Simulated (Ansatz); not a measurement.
Born–Oppenheimer molecular dynamics of C₂H₇AlFNO (13 atoms, charge 0, multiplicity 1). It goes on from the last frame of an earlier run, with new velocities.

Level of theory: Ansatz 0.2.0, RKS revPBE/STO-3G.

```yaml
ensemble: NVE (velocity Verlet)
time_step: 0.5 fs
steps_asked: 166
starting_velocities_drawn_for: 200 K
seed: 630452
```

First frame:

```xyz
13
Properties=species:S:1:pos:R:3
C 0.188 -1.745 0.770
C 0.620 -0.504 -0.270
O 1.472 0.523 0.487
F 1.357 -0.963 -1.337
Al -1.037 0.460 -0.805
N -1.138 2.107 -0.318
H 1.067 -2.214 1.208
H -0.505 -2.400 0.156
H -0.383 -1.359 1.681
H 2.413 -0.011 0.575
H -2.339 -0.349 -0.949
H -1.932 2.645 -0.674
H -0.382 2.679 -0.018
```

Task: What does the run give?

Result: All steps were run.

| Property | Result |
| --- | --- |
| steps done | 166 |
| time covered | 83 fs |
| mean temperature over the second half | 330 K |
| spread of the potential energy over the second half | 4.9 meV per atom |
| mean potential energy of the second half above the start | -14.4 meV per atom |

The conserved energy stayed within 0.37 meV per atom of its start (net change -0.2 meV per atom), so the integration is sound. The kinetic energy rose, since the run started high on the potential surface and went downhill. A run of 0.083 ps of so small a system gives no equilibrium averages. Limits of this set-up: minimal basis.

Task: What happens to the structure?

Result: The same pairs are bonded in the first frame and the last. Pairs count as bonded within 1.25 times the sum of covalent radii (0.12 Å more for H–H). Another seed would give other details.

Task: How do temperature and energy run in time?

Result: 
```csv
time (fs),T (K),potential energy less start (eV),conserved less start (meV/atom)
0,200,0.000,0.00
4,308,-0.154,-0.05
8,415,-0.309,-0.23
12,407,-0.299,-0.30
16,448,-0.357,-0.31
20,356,-0.224,-0.17
24,299,-0.142,-0.02
28,291,-0.131,-0.06
32,270,-0.102,-0.17
36,345,-0.210,-0.29
40,285,-0.123,-0.19
44,340,-0.201,-0.16
48,393,-0.276,-0.19
52,258,-0.084,-0.11
56,314,-0.163,-0.15
60,339,-0.199,-0.17
64,358,-0.228,-0.23
68,345,-0.210,-0.24
72,288,-0.127,-0.11
76,379,-0.256,-0.13
80,307,-0.153,-0.14
```

The run took 5.2 min on 1 thread of Arm Neoverse V2, on a shared host, peak memory 0.082 GiB.
